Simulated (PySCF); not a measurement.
**Static response to an electric field**

Species: C5H7BO2.
Numbering: `[CH3:1]/[CH:2]=[CH:3]\[C:4]#[C:5][B:6]([OH:7])[OH:8]` (hydrogens: H9, H10, H11 on C1; H12 on C2; H13 on C3; H14 on O7; H15 on O8)

Geometry (PBE0-D3(BJ)/def2-SVP, Å), atoms numbered from 1 in this order:
```xyz
15
C5H7BO2 angstrom
C     -2.5039   -0.3158    0.0537
C     -2.1519    1.0752   -0.3341
C     -0.9044    1.5553   -0.5078
C      0.2771    0.7857   -0.3416
C      1.2974    0.1274   -0.1976
B      2.6021   -0.6711   -0.0456
O      3.8064   -0.1568   -0.4339
O      2.5690   -1.9185    0.4841
H     -1.6100   -0.9277    0.2358
H     -3.1041   -0.7979   -0.7367
H     -3.1289   -0.3196    0.9621
H     -2.9826    1.7717   -0.4955
H     -0.7734    2.6038   -0.7970
H      3.7246    0.7309   -0.7941
H      3.4527   -2.3020    0.5181
```

Level: B3LYP/def2-SVPD (PySCF), static field, nuclei fixed, core orbitals frozen in the response. The polarisability tensor in these axes (au):

```
x   134.01 -13.95   0.10
y   -13.95  80.16  -7.34
z     0.10  -7.34  57.33
```

Q: What are the eigenvalues, a third of the trace, and Δα (Δα² = ½Σ(αi − αj)² over the three pairs)?

A: Principal values 54.97, 79.08 and 137.45 au; mean 90.50 au = 13.41 Å³ = 14.92 × 10⁻⁴⁰ C²·m²/J; Δα = 73.46 au (81 % of the mean).

Q: What is the dipole moment, and where does it point?

A: (-0.87, 1.19, -0.54) D, 1.57 D in size, pointing from the negative to the positive side. Measured along this direction, the outermost atoms are H15 at the negative end and H12 at the positive end.

Q: Find the Langevin capture rate constant for H3+ (3.023 u) meeting this molecule (110.054 u), k = 2.342 × 10⁻⁹ cm³/s × √(α in Å³ / reduced mass in u).

A: The reduced mass is 2.94 u, so k = 5.00 × 10⁻⁹ cm³/s. The formula leaves out the permanent dipole, which adds to the capture rate.

Q: What molar refraction does this α imply?

A: Lorentz–Lorenz: R = (4π/3)N_A α = 2.5225 cm³/(mol·Å³) × 13.41 Å³ = 33.8 cm³/mol, in the limit of long wavelengths.

Q: Sum over states: ᾱ = Σ f/ω², ω in Eh. What share falls to these 10 lowest TDDFT singlets (eV, f)? 4.72, 0.0096; 4.95, 0.3855; 5.68, 0.0044; 5.99, 0.0039; 6.63, 0.0033; 6.67, 0.1641; 6.74, 0.0455; 7.01, 0.0250; 7.04, 0.0433; 7.12, 0.1834.

A: They add up to 19.37 au, 21.4 % of the 90.50 au; the largest single term is 11.65 au, from the state at 4.95 eV. Terms in order: 0.32, 11.65, 0.10, 0.08, 0.06, 2.73, 0.74, 0.38, 0.65, 2.68 au. Higher excitations give the rest. The strengths listed sum to 0.868.

Q: Give the principal axes and the span of the nuclei along them.

A: Largest value along (0.97, -0.24, 0.02), where the nuclei span 7.24 Å; middle along (0.23, 0.92, -0.31), 3.94 Å; least along (0.05, 0.31, 0.95), 1.76 Å. The response follows the extents in order.

Q: How large is μ²/3kT at 400 K beside α?

A: In Gaussian units μ²/3kT = 14.88 Å³ against 13.41 Å³, a ratio of 1.11; the Debye molar polarisation (4π/3)N_A(α + μ²/3kT) is 71.4 cm³/mol, leaving out the vibrational part.

Isolated species at its PBE0-D3(BJ)/def2-SVP geometry (one conformer only).
